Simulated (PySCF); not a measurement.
# Nickel: a sound run and one with changed settings

Sound run: Ni [Ar] 3d8 4s2, Ni⁺ [Ar] 3d9. All numbers are calculated (PySCF 2.14, the spin-free X2C one-electron Hamiltonian (Gaussian nucleus), in aug-cc-pVDZ-DK (7s6p4d2f, 59 functions)). The sound run starts from symmetry-adapted Hartree-Fock orbitals and uses a fine grid where one is needed.

A second run was set up differently.

| species | method | sound run (hartree) | changed run (hartree) | converged |
| --- | --- | --- | --- | --- |
| Ni | UHF | -1519.09690 | -1519.09690 | yes |
| Ni | LDA | -1517.78365 | -1517.94006 | yes |
| Ni | BP86 | -1520.81606 | -1521.12878 | yes |
| Ni⁺ | UHF | -1518.79630 | -1518.79630 | yes |
| Ni⁺ | LDA | -1517.49825 | -1517.60620 | yes |
| Ni⁺ | BP86 | n/a | -1520.79540 | yes |

Ionisation energy of Ni:

```csv
method,sound run (eV),changed run (eV)
UHF,8.180,8.180
LDA,7.766,9.085
```

(1) What was changed?
A. minimal basis
B. radial grid too coarse
C. basis contracted for another Hamiltonian
D. too few SCF iterations

Results:

(1) B. It used radial step 0.8 in ln r (0.13 in the sound run). A coarse radial grid mis-integrates the density and the exchange-correlation energy, with errors of either sign; Hartree-Fock needs no grid.
